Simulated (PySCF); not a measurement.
C12H8ClF, SMILES c1(ccccc1Cl)-c1c(F)cccc1, GFN2-xTB optimised geometry.

```
22

F     -1.82    -0.56    -0.01
C     -1.15     0.62     0.00
C     -1.89     1.78    -0.01
C     -1.23     3.00    -0.01
C      0.16     3.03     0.00
C      0.88     1.85     0.00
C      0.24     0.62     0.00
C      1.00    -0.65     0.01
C      0.77    -1.58     1.02
C      1.48    -2.77     1.06
C      2.42    -3.05     0.08
C      2.65    -2.14    -0.94
C      1.94    -0.95    -0.96
Cl     2.22     0.15    -2.27
H     -2.97     1.73    -0.02
H     -1.79     3.92    -0.02
H      0.67     3.98     0.00
H      1.96     1.88     0.02
H      0.04    -1.37     1.78
H      1.29    -3.49     1.85
H      2.97    -3.98     0.10
H      3.37    -2.35    -1.71
```

Density from CAM-B3LYP/def2-SVP (PySCF) at that geometry.

Minimum of the electron density along straight lines between bonded atoms, close to the bond critical point (lines longer than 1.1 times the sum of covalent radii, or with two minima, are not listed):

```csv
bond,length / Å,ρ at the minimum / e bohr⁻³,∇²ρ there / e bohr⁻⁵,position (fraction from the first atom)
F1–C2,1.352,0.251,0.11,0.67
C2–C3,1.382,0.320,-0.86,0.52
C3–C4,1.384,0.313,-0.81,0.50
C4–C5,1.385,0.314,-0.82,0.50
C5–C6,1.383,0.315,-0.82,0.50
C2–C7,1.392,0.313,-0.81,0.52
C6–C7,1.392,0.309,-0.79,0.50
C7–C8,1.475,0.269,-0.66,0.50
C8–C9,1.392,0.310,-0.79,0.51
C9–C10,1.382,0.316,-0.83,0.50
C10–C11,1.385,0.315,-0.82,0.50
C11–C12,1.384,0.314,-0.82,0.50
C8–C13,1.394,0.309,-0.78,0.49
C12–C13,1.385,0.315,-0.82,0.48
C13–Cl14,1.734,0.201,-0.29,0.42
C3–H15,1.079,0.283,-1.10,0.64
C4–H16,1.079,0.285,-1.11,0.64
C5–H17,1.080,0.284,-1.09,0.63
C6–H18,1.079,0.286,-1.12,0.64
C9–H19,1.080,0.285,-1.11,0.64
C10–H20,1.079,0.284,-1.10,0.64
C11–H21,1.079,0.285,-1.10,0.64
C12–H22,1.079,0.285,-1.11,0.64
```
